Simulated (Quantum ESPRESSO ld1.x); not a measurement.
The numbers below are computed, except where a source is named.
Task: The aim is neutral selenium in [Ar] 3d10 4s2 4p4. What will ld1.x (Quantum ESPRESSO 7.5) do with this input?

```
 &input
    zed=34.0,
    iswitch=1,
    rel=2,
    lsd=2,
    dft='PBESOL',
    config='[Ar] 3d10 4s2 4p4',
    lsmall=.true.,
    prefix='ld1',
    max_out_wfc=37,
    file_charge='ld1.rho',
 /
```

Result: Refused. The program stops in ld1_readin with "lsd not correct": lsd takes 0 or 1.

Output (excerpt):

```
     Program LD1 v.7.5 starts

 %%%%%%%%%%%%%%%%%%%%%%%%%%%%%%%%%%%%%%%%%%%%%%%%%%%%%%%%%%%%%%%%%%%%%%%%%%%%%%
     Error in routine ld1_readin (1):
     lsd not correct
 %%%%%%%%%%%%%%%%%%%%%%%%%%%%%%%%%%%%%%%%%%%%%%%%%%%%%%%%%%%%%%%%%%%%%%%%%%%%%%

     stopping ...
```

Run on one thread of a shared host, so times are rough (Intel(R) Xeon(R) Processor @ 2.60GHz): 0.49 s of CPU time, 0.5 s wall.
